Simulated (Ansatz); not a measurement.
Input for Ansatz (an electronic-structure program): U-B3LYP-D3(BJ)/def2-TZVP on HO3 (SMILES [O]OO).

Ansatz 0.2 input:
```yaml
crystal:
  periodic: [false, false, false]
  atoms:
    - {symbol: O, position_ang: [-0.50284088, -0.15087614, -0.83344161]}
    - {symbol: O, position_ang: [-0.50926650, -0.15277813, 0.67077112]}
    - {symbol: H, position_ang: [0.41899759, 0.12569017, -0.99342139]}
    - {symbol: O, position_ang: [0.59310978, 0.17796410, 1.15609189]}
basis:
  gaussian:
    orbitals: def2-TZVP
hamiltonian:
  xc: b3lyp
  dispersion: d3bj
magnetization: {spin_polarized: true, initial_magnetization: 1}
accuracy: high
phonons: {}
```

**Question.** Give the final energy of this run.

**Answer.** -226.1647 hartree.

**Question.** How many basis functions does it have, and what does it roughly cost on one machine?

**Answer.** 99 functions; about 90 core-seconds (a rough figure).
